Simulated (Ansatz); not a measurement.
Two isomers of C7H12O2: A = `C=CCCC(=O)OCC`, B = `CCC(=O)/C=C(\O)CC`.

Program: Ansatz. Geometries: PBE0-D4/def2-TZVP. ΔE: electronic, gas phase. CBS: MP2 limit from def2 TZ/QZ plus the TZ coupled-cluster correction, frozen cores. DFT in def2-TZVPP. B3LYP here is the variant with VWN-RPA as its local correlation; programs differ in this. One conformer a species, not always the lowest.

(1) Which isomer does CCSD(T)/CBS put lower? Give the gap. (Best estimate.)

(2) Give E(B) − E(A) in kJ/mol with PBE0-D4, B3LYP-D4, r2SCAN-D4, LDA (SPW92), CCSD(T)/def2-SVP, B2PLYP, ωB97M-V. (Estimate.)

Largest T1 diagnostic: 0.015.

Answers

(1) Computed: B, by 41.1 kJ/mol.

(2) The calculation gave: PBE0-D4 -59.3, B3LYP-D4 -50.7, r2SCAN-D4 -62.0, LDA (SPW92) -84.0, CCSD(T)/def2-SVP -38.3, B2PLYP -47.4, ωB97M-V -44.5. None reverses the order clearly.

From BLYP to BHLYP (50 % exact exchange), in def2-TZVPP and without D4, E(B) − E(A) moves by +12.1 kJ/mol. Leaving LDA and LC-ωPBE aside and taking each functional with its dispersion term where it has one, the values, not all of them listed here, spread over 24.9 kJ/mol, from PBE-D4 to BHLYP-D4. LDA lies −18.9 kJ/mol from PBE without D4.
